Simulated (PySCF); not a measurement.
## Basis and Hamiltonian dependence of the excitation energy of Sr⁺

Sr⁺ [Kr] 5s1 (2S) → Sr⁺ [Kr] 5p1 (2P). All values are computed (PySCF 2.14, energy differences of UHF-based or UKS calculations, no spin-orbit coupling). Values in eV.

```json
{"basis": "def2-TZVPPD with the def2 core potential (28 electrons)", "Hamiltonian": "ECP", "functions": "40", "UHF": "2.769", "PBE": "2.753", "PBE0": "2.765", "CCSD(T) (valence and next inner shell)": "2.988"}
{"basis": "aug-cc-pVDZ-X2C", "Hamiltonian": "spin-free X2C", "functions": "45", "UHF": "2.765", "PBE": "2.720", "PBE0": "2.740", "CCSD(T) (valence and next inner shell)": "n/a"}
{"basis": "ANO-RCC-VTZP", "Hamiltonian": "spin-free X2C", "functions": "47", "UHF": "2.754", "PBE": "2.742", "PBE0": "2.754", "CCSD(T) (valence and next inner shell)": "2.965"}
{"basis": "def2-QZVPPD with the def2 core potential (28 electrons)", "Hamiltonian": "ECP", "functions": "63", "UHF": "2.747", "PBE": "2.735", "PBE0": "2.746", "CCSD(T) (valence and next inner shell)": "2.992"}
{"basis": "aug-cc-pVTZ-X2C", "Hamiltonian": "spin-free X2C", "functions": "68", "UHF": "2.744", "PBE": "2.719", "PBE0": "2.733", "CCSD(T) (valence and next inner shell)": "n/a"}
{"basis": "aug-cc-pwCVTZ-X2C", "Hamiltonian": "spin-free X2C", "functions": "93", "UHF": "2.744", "PBE": "2.720", "PBE0": "2.734", "CCSD(T) (valence and next inner shell)": "2.990"}
{"basis": "x2c-TZVPPall with one added diffuse shell each of s, p, d, f type", "Hamiltonian": "spin-free X2C", "functions": "95", "UHF": "2.759", "PBE": "2.715", "PBE0": "2.736", "CCSD(T) (valence and next inner shell)": "2.992"}
{"basis": "aug-cc-pVQZ-X2C", "Hamiltonian": "spin-free X2C", "functions": "102", "UHF": "2.747", "PBE": "2.723", "PBE0": "2.737", "CCSD(T) (valence and next inner shell)": "n/a"}
{"basis": "aug-cc-pwCVTZ-X2C with one added diffuse shell each of s, p, d, f type", "Hamiltonian": "spin-free X2C", "functions": "109", "UHF": "2.744", "PBE": "2.720", "PBE0": "2.734", "CCSD(T) (valence and next inner shell)": "2.991"}
{"basis": "x2c-QZVPPall", "Hamiltonian": "spin-free X2C", "functions": "111", "UHF": "2.746", "PBE": "2.728", "PBE0": "2.739", "CCSD(T) (valence and next inner shell)": "n/a"}
{"basis": "dyall-av2z", "Hamiltonian": "non-relativistic", "functions": "125", "UHF": "2.617", "PBE": "2.579", "PBE0": "2.593", "CCSD(T) (valence and next inner shell)": "n/a"}
```

**Question.** Estimate the row for x2c-TZVPPall (spin-free X2C, 79 functions).

**Answer.** From the rows with the same Hamiltonian and similar size; the calculation gives UHF 2.76; PBE 2.71; PBE0 2.74; CCSD(T) (valence and next inner shell) 2.99 (eV).

Frozen in the all-electron rows: valence: [Kr]; valence and next inner shell: [Ar] 3d10; with a core potential, the same shells as far as they lie outside it.

Non-relativistic rows lack the scalar-relativistic shift.

Reference for a calculation without spin-orbit coupling: 3.007 eV (measured, between term centres; NIST).
